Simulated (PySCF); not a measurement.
Gas-phase thermal properties of Ga(CH3)3.NH3

Computed with PySCF (xtb for GFN2) and rigid-rotor harmonic-oscillator thermochemistry at 1 bar. 6-31G* has spherical d functions here. All species are closed-shell singlets. B3LYP is the form with VWN-RPA correlation. Ga: all electrons, no relativistic terms. Adducts (Ga(CH3)3.NH3) have no counterpoise correction, and HF, PBE, BLYP, B3LYP and PBE0 lack dispersion. The harmonic model lacks anharmonicity and excited electronic states, which grow with temperature; levels with a mode under 35 cm⁻¹ are left out. Soft modes under 120 cm⁻¹ make the harmonic entropy rough for Ga(CH3)3.NH3.

```csv
level,point group,σ,ZPE (kJ/mol),S°298 (J/mol/K),Cp298 (J/mol/K),S°1000 (J/mol/K),H1000 − H298 (kJ/mol)
B3LYP/6-31G*,C3v,3,382.9,427.6,163.0,699.9,167.1
GFN2-xTB,C3v,3,362.4,441.4,173.5,722.9,172.1
HF/6-31G*,C3v,3,405.6,418.7,157.7,682.4,161.9
PBE/def2-SVP,C3v,3,368.8,426.5,167.8,706.5,171.5
PBE0/def2-TZVP,C3v,3,380.4,424.3,164.4,699.2,168.6
```
σ: rotational symmetry number. Electronic degeneracy used: 1. Frequencies are unscaled.
